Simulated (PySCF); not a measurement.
Point-charge models of `CS/C(=C/S[SiH3])[SiH2]F` against its computed dipole.

Coordinates (GFN2-xTB, Å) and charges (e) from the PBE0/pcSseg-1 density (PySCF):

```json
{"atom": "C1", "x": "3.037", "y": "0.824", "z": "-0.211", "Mulliken": "-0.3987", "IAO": "-0.5094", "Hirshfeld": "-0.1228", "ESP-fitted": "-0.4546"}
{"atom": "S2", "x": "1.464", "y": "1.559", "z": "-0.760", "Mulliken": "+0.0410", "IAO": "+0.1427", "Hirshfeld": "+0.0117", "ESP-fitted": "-0.1496"}
{"atom": "C3", "x": "0.350", "y": "0.182", "z": "-0.597", "Mulliken": "-0.5718", "IAO": "-0.4305", "Hirshfeld": "-0.1322", "ESP-fitted": "-0.0619"}
{"atom": "C4", "x": "-0.822", "y": "0.455", "z": "-0.017", "Mulliken": "-0.1575", "IAO": "-0.2471", "Hirshfeld": "-0.0713", "ESP-fitted": "-0.1477"}
{"atom": "S5", "x": "-2.104", "y": "-0.732", "z": "0.111", "Mulliken": "-0.2298", "IAO": "-0.1096", "Hirshfeld": "-0.0472", "ESP-fitted": "-0.2580"}
{"atom": "Si6", "x": "-3.389", "y": "0.249", "z": "1.545", "Mulliken": "+0.4858", "IAO": "+0.5633", "Hirshfeld": "+0.3198", "ESP-fitted": "+0.3823"}
{"atom": "Si7", "x": "0.682", "y": "-1.522", "z": "-1.337", "Mulliken": "+1.0058", "IAO": "+1.0662", "Hirshfeld": "+0.3970", "ESP-fitted": "+0.6150"}
{"atom": "F8", "x": "2.087", "y": "-1.476", "z": "-2.132", "Mulliken": "-0.4361", "IAO": "-0.5402", "Hirshfeld": "-0.1950", "ESP-fitted": "-0.2963"}
{"atom": "H9", "x": "2.893", "y": "0.363", "z": "0.761", "Mulliken": "+0.1489", "IAO": "+0.1557", "Hirshfeld": "+0.0434", "ESP-fitted": "+0.1546"}
{"atom": "H10", "x": "3.389", "y": "0.101", "z": "-0.937", "Mulliken": "+0.1735", "IAO": "+0.1686", "Hirshfeld": "+0.0382", "ESP-fitted": "+0.1703"}
{"atom": "H11", "x": "3.738", "y": "1.649", "z": "-0.133", "Mulliken": "+0.1527", "IAO": "+0.1680", "Hirshfeld": "+0.0535", "ESP-fitted": "+0.2172"}
{"atom": "H12", "x": "-1.053", "y": "1.436", "z": "0.370", "Mulliken": "+0.1501", "IAO": "+0.1543", "Hirshfeld": "+0.0415", "ESP-fitted": "+0.1631"}
{"atom": "H13", "x": "-2.681", "y": "0.293", "z": "2.819", "Mulliken": "-0.0472", "IAO": "-0.1111", "Hirshfeld": "-0.0670", "ESP-fitted": "-0.0661"}
{"atom": "H14", "x": "-4.564", "y": "-0.601", "z": "1.561", "Mulliken": "-0.0600", "IAO": "-0.0936", "Hirshfeld": "-0.0587", "ESP-fitted": "-0.0267"}
{"atom": "H15", "x": "-3.640", "y": "1.593", "z": "1.039", "Mulliken": "-0.0582", "IAO": "-0.1085", "Hirshfeld": "-0.0630", "ESP-fitted": "-0.0572"}
{"atom": "H16", "x": "0.894", "y": "-2.504", "z": "-0.284", "Mulliken": "-0.1019", "IAO": "-0.1390", "Hirshfeld": "-0.0752", "ESP-fitted": "-0.0985"}
{"atom": "H17", "x": "-0.289", "y": "-1.856", "z": "-2.362", "Mulliken": "-0.0965", "IAO": "-0.1298", "Hirshfeld": "-0.0724", "ESP-fitted": "-0.0859"}
```

What dipole does each set of charges give (1 e·Å = 4.803 D), and what does the density give?

The full density gives (-1.66, 0.35, 2.63) D, 3.13 D in size; dipole vectors point from the negative to the positive end.

| scheme | μx | μy | μz | size (D) | share of the full size (%) | angle to the full dipole (°) |
| --- | --- | --- | --- | --- | --- | --- |
| Mulliken | -3.01 | -0.65 | 3.18 | 4.43 | 141 | 19 |
| IAO | -4.05 | 0.09 | 2.95 | 5.01 | 160 | 22 |
| Hirshfeld | -2.03 | 0.31 | 1.55 | 2.57 | 82 | 20 |
| ESP-fitted | -1.65 | 0.37 | 2.66 | 3.15 | 101 | 1 |

Which set comes closest?

Length of the difference vector: ESP-fitted 0.03 D, Hirshfeld 1.15 D, Mulliken 1.77 D, IAO 2.43 D. Closest: ESP-fitted. 

What is left for the Hirshfeld atoms' own dipoles?

The Hirshfeld atoms' densities add up to the full density, so μ = Σ q r + Σ (atomic dipoles). The atomic dipoles sum to (-1.66, 0.35, 2.63) − (-2.03, 0.31, 1.55) = (0.37, 0.04, 1.08) D, 1.15 D in size.

With the origin at the mean of the coordinates, (0.000, 0.001, -0.033) Å, which are the largest single terms, by size, of the ESP-fitted dipole along the direction of the full one?

Si6 +5.78, Si7 -4.81, F8 +4.32, C1 +3.63, H10 -2.08 D; all 17 atoms together +3.15 D. The single terms depend on the origin, their sum doesn't.

Give the size of the full dipole in other units.

3.13 D = 1.232 au = 0.652 e·Å = 10.44 × 10⁻³⁰ C·m.

Geometry: GFN2-xTB, one conformer, isolated molecule.

Conformer computed: `[CH3:1][S:2]/[C:3](=[CH:4]/[S:5][SiH3:6])[SiH2:7][F:8]`: C1–S2–C3–C4 135°, C3–C4–S5–Si6 166°, S2–C3–Si7–F8 -1°.
